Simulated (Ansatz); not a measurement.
Relaxation of CH8GeN2OSi (14 atoms, charge 0, multiplicity 1), to a largest force component of 0.015 eV/Å in at most 40 steps.

Computed with RKS PBE-D4/def2-SVP (Ansatz 0.2.0).

```xyz
14
Properties=species:S:1:pos:R:3:forces:R:3
N -1.814 -0.650 -1.095 -1.41 1.27 -0.25
Ge -0.964 -1.313 0.363 0.10 0.30 1.82
N 0.823 -1.541 -0.084 1.40 -0.32 0.06
Si 0.986 -0.103 0.980 -1.87 -1.43 -0.33
C 1.167 1.456 -0.013 -0.11 1.00 -0.06
O 0.761 2.584 0.761 -1.57 0.57 0.17
H -1.165 -0.556 -1.874 0.16 0.04 -0.39
H -2.160 0.315 -0.856 0.19 -0.92 -0.48
H -1.486 -2.612 1.024 -0.23 -0.03 -0.22
H 0.978 -1.206 -1.028 0.42 -0.32 -0.86
H 1.550 -0.384 2.296 0.67 0.25 0.53
H 2.263 1.570 -0.216 -0.33 0.25 -0.39
H 0.549 1.439 -0.968 0.78 -0.51 0.29
H -0.257 2.594 0.753 1.79 -0.14 0.13
```

Q: Where does it end, and by what steps?

A: The run converged. The force dipped under the threshold on the way, but the program's further checks kept it going. After 20 steps the energy has fallen by 0.931 eV; H7 moved furthest, 1.61 Å.

```csv
step,energy less start (eV),largest force component (eV/Å),accepted
0,0.0000,1.869,yes
1,-0.5561,0.951,yes
2,-0.6615,0.687,yes
3,-0.7313,0.264,yes
4,-0.7786,0.403,yes
5,-0.8076,0.520,yes
6,-0.8309,0.414,yes
7,-0.8555,0.148,yes
8,-0.8704,0.177,yes
9,-0.8789,0.418,yes
10,-0.8920,0.580,yes
11,-0.8911,0.614,no
12,-0.9115,0.210,yes
13,-0.9196,0.104,yes
14,-0.9250,0.152,yes
15,-0.9185,0.326,no
16,-0.9292,0.111,yes
17,-0.9305,0.112,yes
18,-0.9310,0.027,yes
19,-0.9311,0.014,yes
20,-0.9312,0.013,yes
```

```xyz
14
Properties=species:S:1:pos:R:3
N -2.200 -0.623 -1.043
Ge -0.945 -1.144 0.219
N 0.866 -1.373 -0.355
Si 1.023 -0.041 0.756
C 1.329 1.751 0.158
O 0.731 2.657 1.085
H -2.516 -1.398 -1.640
H -1.869 0.132 -1.656
H -1.541 -2.403 0.904
H 1.467 -2.048 -0.835
H 1.721 -0.230 2.082
H 2.418 1.975 0.149
H 0.971 1.885 -0.893
H -0.224 2.452 1.107
```

Whether the end is a true minimum wasn't checked by a vibrational analysis.

The run took 85 s on 2 threads of Arm Neoverse V2 (shared host), peak memory 0.21 GiB.
